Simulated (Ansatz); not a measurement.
System: C₂H₇Si, charge -1, multiplicity 1. It need not be the lowest isomer of its formula. Whether it binds its extra electron was not tested at this geometry. 
Geometry from a B3LYP-D3(BJ)/def2-TZVP (Ansatz, an electronic-structure program) optimisation:
```
C
H 1 1.0987
H 1 1.0987 2 105.26
C 1 1.5311 2 109.40 3 117.45
H 4 1.0937 1 110.35 2 -178.65
H 4 1.0937 5 106.57 1 119.82
H 4 1.1035 5 107.72 6 115.36
Si 1 1.9728 2 107.36 3 -114.16
H 8 1.5475 1 95.98 2 -170.89
H 8 1.5475 9 93.85 1 -96.44
```
Charge -1, spin multiplicity 1.

Total electronic energies in hartree. Valence correlation only, unless marked. Spin-orbit coupling is left out. No relativistic terms. Basis-set limits of correlation are two-point, X^-3; Hartree-Fock from the larger set. [CCSD(T)-MP2]/basis is that difference in the basis named.

| level | program | energy (Eh) |
|---|---|---|
| PBE0-D4/def2-TZVPD | Ansatz + dftd4 | -369.72033 |
| PBE0/def2-TZVPD | Ansatz | -369.71347 |
| MP2/aug-cc-pV(T+d)Z | Ansatz | -369.25890 |
| SCS-MP2/cc-pV(D+d)Z | Ansatz | -369.11910 |
| SCS-MP2/cc-pVTZ | Ansatz | -369.25396 |
| CCSD/CBS(aug-cc-pV(T+d)Z,aug-cc-pV(Q+d)Z) | Ansatz | -369.3459 |
| CCSD(T)/cc-pVTZ | Ansatz | -369.31025 |
| RI-MP2/CBS(aug-cc-pV(T+d)Z,aug-cc-pV(Q+d)Z)+[CCSD(T)-MP2]/aug-cc-pV(Q+d)Z | Ansatz | -369.3755 |
| CCSD(T)/CBS(aug-cc-pV(T+d)Z,aug-cc-pV(Q+d)Z) | Ansatz | -369.3717 |

Totals of different functionals don't rank their quality; only differences between species are comparable.
